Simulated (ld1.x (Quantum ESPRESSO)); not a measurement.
**PBE TM dataset for Al, fully relativistic all-electron reference.**

The input file (ld1.x (Quantum ESPRESSO) 7.5):

```
&input
   title='Al', zed=13., rel=2, dft='PBE', iswitch=3,
   config='[Ne] 3s1 3p2', rel_dist='average',
   nld=3, rlderiv=2.75, eminld=-3.0, emaxld=5.0, deld=0.02
 /
 &inputp
   pseudotype=2, tm=.true., lloc=1,
   nlcc=.true., new_core_ps=.true., rcore=1.75,
   file_pseudopw='Al.UPF', file_wfcaegen='ae.wfc', file_wfcncgen='nc.wfc', file_beta='beta', file_chi='chi'
 /
2
3S  1  0   1.00   0.00  1.70  1.70  0.0
3P  2  1   2.00   0.00  2.55  2.55  0.0
 &test
   configts(1)='3s1 3p2'
 /
```

Command:

```bash
ld1.x < Al.in > Al.out
```

The program printed (shortened: banner, matrices, multipoles, cross overlaps and the repeated all-electron block are left out):

```
Program LD1 v.7.5
     --------------------------- All-electron run ----------------------------

     Al
     dirac relativistic calculation

     atomic number is 13.00
     dft =PBE   lsd =0 sic =0 latt =0  beta=0.20 tr2=1.0E-14
     Exchange-correlation= PBE
                           (   1   4   3   4   0   0   0)
     mesh =1135 r(mesh) = 100.48924 a.u. xmin = -7.00 dx = 0.01250
     1 Ry =  13.60569312 eV, c = 137.03599908

     n l j   nl                  e(Ry)          e(Ha)          e(eV)
     Spin orbit split results
     1 0 0.5 1S 1( 2.00)      -111.1975       -55.5988     -1512.9196
     2 0 0.5 2S 1( 2.00)        -8.0831        -4.0415      -109.9756
     2 1 0.5 2P 1( 2.00)        -5.2725        -2.6363       -71.7365
     2 1 1.5 2P 1( 4.00)        -5.2401        -2.6200       -71.2948
     3 0 0.5 3S 1( 1.00)        -0.6301        -0.3151        -8.5736
     3 1 0.5 3P 1( 0.67)        -0.2466        -0.1233        -3.3552
     3 1 1.5 3P 1( 1.33)        -0.2453        -0.1226        -3.3370
     Averaged results
     1 0     1S 1( 2.00)      -111.1975       -55.5988     -1512.9196
     2 0     2S 1( 2.00)        -8.0831        -4.0415      -109.9756
     2 1     2P 1( 6.00)        -5.2509        -2.6254       -71.4420
     3 0     3S 1( 1.00)        -0.6301        -0.3151        -8.5736
     3 1     3P 1( 2.00)        -0.2457        -0.1229        -3.3430

     final scf error:  4.6E-15 reached in  40 iterations

     Etot =    -484.993408 Ry,    -242.496704 Ha,   -6598.671470 eV

     Ekin =     486.051597 Ry,     243.025799 Ha,    6613.068877 eV
     Encl =   -1158.744197 Ry,    -579.372099 Ha,  -15765.517953 eV
     Eh   =     224.470873 Ry,     112.235436 Ha,    3054.081812 eV
     Exc  =     -36.771681 Ry,     -18.385840 Ha,    -500.304206 eV

     normalization and overlap integrals

     s(1S/1S) =  1.000000  <r> =   0.1202  <r2> =    0.0195  r(max) =   0.0779
     s(2S/2S) =  1.000000  <r> =   0.6257  <r2> =    0.4694  r(max) =   0.4954
     s(2P/2P) =  1.000000  <r> =   0.6013  <r2> =    0.4596  r(max) =   0.4264
     s(2P/2P) =  1.000000  <r> =   0.6035  <r2> =    0.4629  r(max) =   0.4317
     s(3S/3S) =  1.000000  <r> =   2.4959  <r2> =    7.2583  r(max) =   2.0597
     s(3P/3P) =  1.000000  <r> =   3.2795  <r2> =   12.8691  r(max) =   2.5794
     s(3P/3P) =  1.000000  <r> =   3.2881  <r2> =   12.9355  r(max) =   2.5794

     ------------------------ End of All-electron run ------------------------

     --------------------- Generating NC pseudopotential ---------------------

      Generating local pot.: lloc=1, j= 0.50, matching radius rcloc =   2.5500

      Generating local pot.: lloc=1, j= 1.50, matching radius rcloc =   2.5500

      Computing core charge for nlcc:

       r > 1.75 : true rho core
      Core charge pseudized with two Bessel functions
      Integrated core pseudo-charge :   1.28

     Fully relativistic calculation: |psi|^2

     Wfc 3S LC norm =  0.99996963 SC norm =  0.00002807 missing  0.00000230

      Wfc   3S  rcut= 1.708  Using Troullier-Martins method

     ------------------- End of pseudopotential generation -------------------

     Computing logarithmic derivative in   2.76301
     Computing logarithmic derivative in   2.76301
     Computing the partial wave expansion
     R is outside the sphere for l=    0 j= 0.50
       no projector for channel:   1
       no projector for channel:   1

     ---------------------- Testing the pseudopotential ----------------------

     Al
     dirac relativistic calculation

     atomic number is 13.00   valence charge is  3.00
     dft =PBE   lsd =0 sic =0 latt =0  beta=0.20 tr2=1.0E-14
     mesh =1135 r(mesh) = 100.48924 xmin = -7.00 dx = 0.01250

     n l  j  nl             e AE (Ry)       e PS (Ry)    De AE-PS (Ry)
     1 0 0.5 3S   1( 1.00)       -0.63015       -0.63015        0.00000
     2 1 0.5 3P   1( 0.67)       -0.24660       -0.24571       -0.00089
     2 1 1.5 3P   1( 1.33)       -0.24526       -0.24571        0.00044

     eps = 8.2E-15  iter =  6

     Etot =    -484.993408 Ry,    -242.496704 Ha,   -6598.671470 eV
     Etotps =    -4.631906 Ry,      -2.315953 Ha,     -63.020293 eV

     Ekin =       1.482574 Ry,       0.741287 Ha,      20.171452 eV
     Encl =      -6.572814 Ry,      -3.286407 Ha,     -89.427696 eV
     Ehrt =       2.706964 Ry,       1.353482 Ha,      36.830118 eV
     Ecxc =      -2.330874 Ry,      -1.165437 Ha,     -31.713160 eV
     (Ecc =      -1.096180 Ry,      -0.548090 Ha,     -14.914288 eV)
     Epseu=       0.082245 Ry,       0.041122 Ha,       1.118994 eV

     ---------------------- End of pseudopotential test ----------------------
```

Generation and configuration tests took about 1.1 s on one core of a shared server CPU.

Transferability test of the new file with ld1.x, input:

```
&input
   title='Al', zed=13., rel=2, dft='PBE', iswitch=2,
   config='[Ne] 3s1 3p2', rel_dist='average'
 /
 &test
   file_pseudo='Al.UPF', nconf=8,
   configts(1)='3s1 3p2',
   configts(2)='3s2 3p1',
   configts(3)='3s2 3p0',
   configts(4)='3s1 3p0',
   configts(5)='3s2 3p1.3',
   configts(6)='3s0 3p3',
   configts(7)='3s1 3p1',
   configts(8)='3s2 3p0.5'
 /
```

```bash
ld1.x < Al.test.in > Al.test.out
```

Pseudopotential blocks of its output, shortened (energy terms left out):

```
     ---------------------- Testing the pseudopotential ----------------------

     n l  j  nl             e AE (Ry)       e PS (Ry)    De AE-PS (Ry)
     1 0 0.5 3S   1( 1.00)       -0.63015       -0.63015        0.00000
     2 1 0.5 3P   1( 0.67)       -0.24660       -0.24571       -0.00089
     2 1 1.5 3P   1( 1.33)       -0.24526       -0.24571        0.00044

     eps = 9.0E-15  iter =  6

     Etot =    -484.993407 Ry,    -242.496704 Ha,   -6598.671467 eV
     Etotps =    -4.631906 Ry,      -2.315953 Ha,     -63.020293 eV

     ---------------------- End of pseudopotential test ----------------------

          ---------------------- Testing the pseudopotential ----------------------

     n l  j  nl             e AE (Ry)       e PS (Ry)    De AE-PS (Ry)
     1 0 0.5 3S   1( 2.00)       -0.56981       -0.57017        0.00036
     2 1 0.5 3P   1( 0.33)       -0.20013       -0.19949       -0.00064
     2 1 1.5 3P   1( 0.67)       -0.19893       -0.19949        0.00056

     eps = 5.9E-15  iter =  8

     Etot =    -485.371128 Ry,    -242.685564 Ha,   -6603.810616 eV
     Etotps =    -5.009749 Ry,      -2.504874 Ha,     -68.161105 eV
     dEtot_ae =      -0.377720 Ry
     dEtot_ps =      -0.377843 Ry,   Delta E=       0.000122 Ry

     ---------------------- End of pseudopotential test ----------------------

          ---------------------- Testing the pseudopotential ----------------------

     n l  j  nl             e AE (Ry)       e PS (Ry)    De AE-PS (Ry)
     1 0 0.5 3S   1( 2.00)       -1.08850       -1.08863        0.00012
     2 1 0.5 3P   1( 0.00)       -0.66657       -0.66563       -0.00095
     2 1 1.5 3P   1( 0.00)       -0.66482       -0.66563        0.00081

     eps = 2.0E-16  iter =  6

     Etot =    -484.947682 Ry,    -242.473841 Ha,   -6598.049337 eV
     Etotps =    -4.586078 Ry,      -2.293039 Ha,     -62.396768 eV
     dEtot_ae =       0.045726 Ry
     dEtot_ps =       0.045828 Ry,   Delta E=      -0.000102 Ry

     ---------------------- End of pseudopotential test ----------------------

          ---------------------- Testing the pseudopotential ----------------------

     n l  j  nl             e AE (Ry)       e PS (Ry)    De AE-PS (Ry)
     1 0 0.5 3S   1( 1.00)       -1.74539       -1.74067       -0.00472
     2 1 0.5 3P   1( 0.00)       -1.26600       -1.26160       -0.00439
     2 1 1.5 3P   1( 0.00)       -1.26354       -1.26160       -0.00194

     eps = 6.2E-15  iter =  6

     Etot =    -483.534648 Ry,    -241.767324 Ha,   -6578.824031 eV
     Etotps =    -3.174640 Ry,      -1.587320 Ha,     -43.193171 eV
     dEtot_ae =       1.458760 Ry
     dEtot_ps =       1.457267 Ry,   Delta E=       0.001493 Ry

     ---------------------- End of pseudopotential test ----------------------

          ---------------------- Testing the pseudopotential ----------------------

     n l  j  nl             e AE (Ry)       e PS (Ry)    De AE-PS (Ry)
     1 0 0.5 3S   1( 2.00)       -0.44076       -0.44107        0.00032
     2 1 0.5 3P   1( 0.43)       -0.08552       -0.08490       -0.00062
     2 1 1.5 3P   1( 0.87)       -0.08447       -0.08490        0.00043

     eps = 4.5E-16  iter = 11

     Etot =    -485.413362 Ry,    -242.706681 Ha,   -6604.385236 eV
     Etotps =    -5.052018 Ry,      -2.526009 Ha,     -68.736211 eV
     dEtot_ae =      -0.419954 Ry
     dEtot_ps =      -0.420112 Ry,   Delta E=       0.000158 Ry

     ---------------------- End of pseudopotential test ----------------------

          ---------------------- Testing the pseudopotential ----------------------

     n l  j  nl             e AE (Ry)       e PS (Ry)    De AE-PS (Ry)
     1 0 0.5 3S   1( 0.00)       -0.68209       -0.68136       -0.00072
     2 1 0.5 3P   1( 1.00)       -0.28701       -0.28578       -0.00123
     2 1 1.5 3P   1( 2.00)       -0.28556       -0.28578        0.00023

     eps = 7.9E-15  iter =  7

     Etot =    -484.603023 Ry,    -242.301512 Ha,   -6593.360020 eV
     Etotps =    -4.241731 Ry,      -2.120865 Ha,     -57.711687 eV
     dEtot_ae =       0.390384 Ry
     dEtot_ps =       0.390175 Ry,   Delta E=       0.000209 Ry

     ---------------------- End of pseudopotential test ----------------------

          ---------------------- Testing the pseudopotential ----------------------

     n l  j  nl             e AE (Ry)       e PS (Ry)    De AE-PS (Ry)
     1 0 0.5 3S   1( 1.00)       -1.14733       -1.14641       -0.00091
     2 1 0.5 3P   1( 0.33)       -0.71775       -0.71608       -0.00168
     2 1 1.5 3P   1( 0.67)       -0.71592       -0.71608        0.00016

     eps = 8.2E-15  iter =  6

     Etot =    -484.520661 Ry,    -242.260330 Ha,   -6592.239425 eV
     Etotps =    -4.159313 Ry,      -2.079657 Ha,     -56.590339 eV
     dEtot_ae =       0.472746 Ry
     dEtot_ps =       0.472593 Ry,   Delta E=       0.000154 Ry

     ---------------------- End of pseudopotential test ----------------------

          ---------------------- Testing the pseudopotential ----------------------

     n l  j  nl             e AE (Ry)       e PS (Ry)    De AE-PS (Ry)
     1 0 0.5 3S   1( 2.00)       -0.81536       -0.81571        0.00035
     2 1 0.5 3P   1( 0.17)       -0.41998       -0.41925       -0.00073
     2 1 1.5 3P   1( 0.33)       -0.41852       -0.41925        0.00073

     eps = 7.3E-16  iter =  6

     Etot =    -485.217838 Ry,    -242.608919 Ha,   -6601.724999 eV
     Etotps =    -4.856356 Ry,      -2.428178 Ha,     -66.074091 eV
     dEtot_ae =      -0.224430 Ry
     dEtot_ps =      -0.224450 Ry,   Delta E=       0.000020 Ry

     ---------------------- End of pseudopotential test ----------------------
```
